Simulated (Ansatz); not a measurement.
`C[Te]B(O)O` + `C[SiH2][NH][GeH3]` → `C[SiH2][Te]B(O)O` + `C[NH][GeH3]`  (redistribution)

Computed with Ansatz on PBE0-D4/def2-TZVP structures; ΔE is electronic, products minus reactants. CBS: MP2 limit from def2 TZ/QZ plus the TZ coupled-cluster correction, frozen cores. DFT in def2-TZVPP. def2 core potentials past Kr. For Ge, Te outer-core shells are correlated without core-valence functions, which leaves a few kJ/mol of doubt a bond. Scalar relativity is left out up to krypton. One conformer a species, not always the lowest.

```tsv
level	ΔE (kJ/mol)
r2SCAN-D4	38.4
CCSD/def2-TZVPP	45.3
```

(1) What does CCSD(T)/CBS give? (Estimate.)

Largest T1 diagnostic among the species: 0.012.

## Answers

(1) Ansatz gave: +43.5 kJ/mol. The listed levels differ from it by -5.1, 1.8 kJ/mol.
